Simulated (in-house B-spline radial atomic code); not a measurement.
**wB97X excitations of Sn²⁺**

Method: wB97X. Computed with an all-electron radial atomic-structure program (B-spline basis): linear response of the closed shell [Kr] 4d10 5s2 with the functional's adiabatic kernel; scalar-relativistic (spin-free one-electron X2C), finite nucleus, no spin-orbit coupling, no double excitations, S, P, D and F terms only; shells from n = 3 respond. Only terms of natural parity with L up to 3 were computed.

Command:
```bash
python run_td.py task.json out
```
Settings (radii: box in bohr, nucleus in fm):
```
Z                        50
electrons                48
configuration            [Kr] 4d10 5s2
hamiltonian              x2c
method                   wb97x
box_radius               29.48
rms_radius               4.6519
intervals                73
```

Time taken, with all properties: 5.7 s on 1 thread of Arm Neoverse N1 (shared host).

The lowest states, in the order of their Tamm-Dancoff energies; the method's threshold (minus the highest occupied level) is 29.450 eV. Labels give the largest channel, * marks a mixed state, and oscillator strengths are full-response dipole values. Semilocal kernels can invert the small singlet-triplet splittings of Rydberg terms. Energies in eV:

```tsv
state	full response	Tamm-Dancoff	oscillator strength
5s → 5p 3P	7.522	7.569	-
5s → 5p 1P	9.582	9.997	1.56
5s → 6s 3S	17.048	17.060	-
5s → 5d 1D	17.558	17.584	-
5s → 6s 1S	?	?	-
5s → 5d 3D	17.699	17.708	-
5s → 6p 3P	19.214	19.225	-
5s → 6p 1P	19.753	19.795	0.00992
5s → 4f 3F	21.835	21.843	-
5s → 4f 1F	?	?	-
5s → 7s 3S	22.368	22.370	-
5s → 7s 1S	22.441	22.450	-
5s → 6d 3D	22.483	22.486	-
5s → 6d 1D	22.633	22.640	-
5s → 7p 3P	23.394	23.397	-
5s → 7p 1P	23.464	23.478	0.0192
```

**Question.** Where does 5s → 4f 1F lie?

**Answer.** At 21.917 eV in full response, 21.925 eV in Tamm-Dancoff.

**Question.** Where does 5s → 6s 1S lie?

**Answer.** At 17.565 eV in full response, 17.591 eV in Tamm-Dancoff.

**Question.** How large is the singlet-triplet splitting of 5s → 5p (P terms) in Tamm-Dancoff?

**Answer.** 2.43 eV, from the unrounded values.

**Question.** What polarisabilities and dispersion coefficient does the method give?

**Answer.** Dipole 15.7 bohr³, quadrupole 55.32 bohr⁵, C6 88.82 hartree·bohr⁶ for two such species.
